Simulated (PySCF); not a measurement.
**Radial density of Ar⁺ (argon, charge +1)**

BP86, [Ne] 3s2 3p5, 2P determinant. Calculation: PySCF 2.14, in cc-pVTZ-DK; scalar relativity by spin-free X2C-1e.

```csv
r (bohr),4πr²ρ (e/bohr),4πr²(ρα − ρβ)
0.00174,0.1694,0.0000
0.00292,0.4362,0.0000
0.00491,1.100,0.0000
0.00826,2.658,0.0001
0.0139,5.962,0.0002
0.0234,11.75,0.0008
0.0393,18.59,0.0041
0.0661,20.67,0.0196
0.111,15.65,0.0723
0.187,16.43,0.1582
0.315,20.90,0.1186
0.529,9.680,0.0089
0.890,4.641,0.5030
1.50,4.705,0.6809
2.52,0.9492,0.1415
4.24,0.03195,0.0040
```

Densities and radii are taken from the X2C orbitals without a picture-change correction, which distorts them close to the nucleus.
